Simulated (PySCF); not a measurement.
**NMR problem set**

[PySCF: GFN2-xTB structure; shielding tensors at PBE0/pcSseg-1 (GIAO); one computed conformer; non-relativistic Hamiltonian; in vacuum; one averaged value for each set of equivalent atoms]

References, each an isolated molecule treated in the same way: 1H (σref 31.72), 13C (σref 186.93) vs TMS. Splittings of carbon signals by F and P are missing where no couplings were computed. Where no couplings were computed, multiplicities follow the n + 1 count of equivalent neighbours, and m marks all less simple cases (inequivalent or close neighbours, rings, F or P nearby). Acid and N–H amide carbonyl carbons lie up to 10 ppm further downfield in solution (hydrogen bonding). Shifts are as computed. Against solution values, carbons near 30 ppm lie about +3 ppm off and those near 130 ppm about +5 ppm. Of 1309 compounds with measured shifts, 239 miss one by over three times the rms of a fit or turn the order of signals round; such compounds aren't used in these exercises. OH and NH positions are gas-phase values without hydrogen bonding to other molecules.

**Question.** C₇H₉FOSi. 1H NMR (300 MHz, computed): δ 7.89 (m, 2H), 7.73 (m, 1H), 7.67 (m, 2H), 5.34 (m, 1H), 4.17 (s, 3H). 13C{1H} NMR (computed): δ 139.8 (CH), 137.4 (C), 136.8 (CH), 133.0 (CH), 53.2 (CH3). Identify the compound.

**Answer.** `CO[Si@H](F)c1ccccc1`. The formula gives 4 degrees of unsaturation (1 ring in the answer). 5 carbon signals for 7 carbons: some carbons are equivalent by symmetry or fast rotation. Carbon types of the structure: 1 × C, 5 × CH, 1 × CH3, leaving 1 H on heteroatoms. δC 139.8, 136.8, 133.0: aromatic CH; the aromatic region. δC 137.4: substituted aromatic carbon. δC 53.2: methyl carbon bonded to O; deshielded by the electronegative neighbour. δH 4.17: hydrogen on a methyl carbon bonded to O; its carbon carries O, which withdraws density.

The shifts were computed for this structure.

**Question.** C₂H₁₀N₂OSi₂. 1H NMR (600 MHz, computed): δ 8.30 (s, 1H), 4.68 (br s, 1H), 3.67 (s, 3H), 0.33 (s, 3H), 0.17 (br s, 2H). 13C{1H} NMR (computed): δ 168.3, 3.1. Give a structure.

**Answer.** `O=CN[Si@@](C)(N)[SiH3]`. The formula gives 1 degree of unsaturation (no ring in the answer). 2 carbon signals for 2 carbons: no two carbons are equivalent. Carbon types of the structure: 1 × CH, 1 × CH3, leaving 6 H on heteroatoms. δC 168.3: amide carbonyl carbon; lone-pair donation from the attached heteroatom keeps it upfield of a ketone carbonyl. δC 3.1: methyl carbon bonded to Si; an electropositive neighbour leaves it electron-rich and shielded. δH 0.33: hydrogen on a methyl carbon bonded to Si; an electropositive neighbour shields it, as in TMS itself. δH 0.17: hydrogen on a nitrogen bonded to Si; exchangeable; this is the value without hydrogen bonding to other molecules.

This is the structure that produced the data.
